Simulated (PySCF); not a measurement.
Si: excitation energy

Si [Ne] 3s2 3p2 (3P) → Si [Ne] 3s2 3p1 4s1 (3P), as a difference of total energies. All numbers are calculated (PySCF 2.14, no relativity, point nucleus, in dyall-av3z (19s12p3d2f, 84 functions)). Correlated levels: valence: [Ne] frozen; virtual orbitals above 40 to 60 times the deepest correlated orbital energy dropped. The calculations carry no spin-orbit coupling.

```tsv
method	excitation energy (eV)
UHF	4.728
MP2 (valence)	4.942
SCS-MP2 (valence)	4.902
CCSD (valence)	4.941
CCSD(T) (valence)	4.956
```

Q: How much does correlation contribute at CCSD(T) (valence)?

A: 4.956 − (4.728) = 0.228 eV, measured against UHF.

The promoted electron is Rydberg-like, and one or two diffuse shells describe it only roughly, which tends to raise the upper state.
